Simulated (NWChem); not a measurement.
System: HS2 anion

NWChem input:

```
start job
memory heap 200 mb stack 900 mb global 1100 mb
charge -1
geometry units angstroms noautosym nocenter noautoz
  S      0.032852    -1.127765     0.000000
  S      0.061590     1.013682     0.000000
  H     -1.270092     1.298169     0.000000
end
basis spherical
  * library aug-cc-pvdz
end
dft
  xc m05-2x
  iterations 150
end
cosmo
  dielec 25.0
end
task dft energy
```

NWChem printed, in part:

```
             Northwest Computational Chemistry Package (NWChem) 7.3.0
             --------------------------------------------------------

                             Geometry "geometry" -> ""
                             -------------------------

 Output coordinates in angstroms (scale by  1.889725989 to convert to a.u.)

  No.       Tag          Charge          X              Y              Z
 ---- ---------------- ---------- -------------- -------------- --------------
    1 S                   16.0000     0.03285200    -1.12776500     0.00000000
    2 S                   16.0000     0.06159000     1.01368200     0.00000000
    3 H                    1.0000    -1.27009200     1.29816900     0.00000000

 Effective nuclear repulsion energy (a.u.)      72.5474011349

                                 NWChem DFT Module
                                 -----------------

 Summary of "ao basis" -> "ao basis" (spherical)
 ------------------------------------------------------------------------------
       Tag                 Description            Shells   Functions and Types
 ---------------- ------------------------------  ------  ---------------------
 S                        aug-cc-pvdz               11       27   5s4p2d
 H                        aug-cc-pvdz                5        9   3s2p

 in cosmo_initialize ...

 solvent parameters
 solvname_short: unkn
 solvname_long:  unknown
 dielec:       25.0000

          ---------------
          -cosmo- solvent
          ---------------
 Cosmo: York-Karplus, doi: 10.1021/jp992097l
 dielectric constant -eps-     =  25.00
 screen = (eps-1)/(eps    )    =   0.96000
 surface charge correction     = lagrangian

   van der Waals surface
 --------------------------

[...]

                                   COSMO solvation results
                                   -----------------------

                 gas phase energy =      -797.014355502772
                 sol phase energy =      -797.111270305120
 (electrostatic) solvation energy =         0.096914802348 (   60.81 kcal/mol)

                       DFT Final Molecular Orbital Analysis
                       ------------------------------------

 Vector   15  Occ=2.000000D+00  E=-3.403991D-01
              MO Center=  2.8D-02,  3.3D-01, -1.8D-10, r^2= 2.4D+00
   Bfn.  Coefficient  Atom+Function         Bfn.  Coefficient  Atom+Function
  ----- ------------  ---------------      ----- ------------  ---------------
    38      0.431655  2 S  pz                41      0.392824  2 S  pz
    11      0.272499  1 S  pz                14      0.249620  1 S  pz
    44      0.048365  2 S  pz                17      0.036846  1 S  pz
    19      0.031779  1 S  d -1

 Vector   16  Occ=2.000000D+00  E=-2.593359D-01
              MO Center=  1.1D-02, -9.0D-01, -5.2D-10, r^2= 2.3D+00
   Bfn.  Coefficient  Atom+Function         Bfn.  Coefficient  Atom+Function
  ----- ------------  ---------------      ----- ------------  ---------------
    12      0.508685  1 S  px                 9      0.495063  1 S  px
    56      0.147447  3 H  s                 15      0.139898  1 S  px
    55      0.140276  3 H  s                 31     -0.126897  2 S  s
    36     -0.109267  2 S  px                32     -0.093995  2 S  s
    40     -0.060965  2 S  py                30     -0.054735  2 S  s

 Vector   17  Occ=2.000000D+00  E=-2.297983D-01
              MO Center=  2.8D-02, -4.2D-01, -1.2D-09, r^2= 3.0D+00
   Bfn.  Coefficient  Atom+Function         Bfn.  Coefficient  Atom+Function
  ----- ------------  ---------------      ----- ------------  ---------------
    14      0.467422  1 S  pz                11      0.438015  1 S  pz
    41     -0.339283  2 S  pz                38     -0.334259  2 S  pz
    17      0.166127  1 S  pz                44     -0.117416  2 S  pz
    46     -0.028438  2 S  d -1

 Vector   18  Occ=0.000000D+00  E= 1.315601D-02
              MO Center= -2.4D-02, -6.3D-02,  5.5D-09, r^2= 8.3D+00
   Bfn.  Coefficient  Atom+Function         Bfn.  Coefficient  Atom+Function
  ----- ------------  ---------------      ----- ------------  ---------------
    32      0.993701  2 S  s                  5     -0.797860  1 S  s
    16     -0.754575  1 S  py                43     -0.704543  2 S  py
    13     -0.404470  1 S  py                31      0.349091  2 S  s
    40     -0.340408  2 S  py                10     -0.292891  1 S  py
    37     -0.253843  2 S  py                 4     -0.251660  1 S  s

 Vector   19  Occ=0.000000D+00  E= 2.905684D-02
              MO Center= -1.0D+00,  5.2D-01,  1.6D-09, r^2= 1.2D+01
   Bfn.  Coefficient  Atom+Function         Bfn.  Coefficient  Atom+Function
  ----- ------------  ---------------      ----- ------------  ---------------
    57      1.808770  3 H  s                 42      0.682382  2 S  px
    43     -0.527260  2 S  py                56      0.510032  3 H  s
    32     -0.458961  2 S  s                  5     -0.451116  1 S  s
    31     -0.369186  2 S  s                 16     -0.361745  1 S  py
    39      0.267388  2 S  px                 4     -0.239818  1 S  s

[...]
```

Level: M05-2X/aug-cc-pVDZ, COSMO on the gas-phase geometry. All runs use the structure optimised with B3LYP/def2-SVPD. The gas-phase anion has a positive highest level at the geometry level, so the gas reference is doubtful. COSMO prints the solvation energy as gas minus solution, so a positive value is a stabilisation.
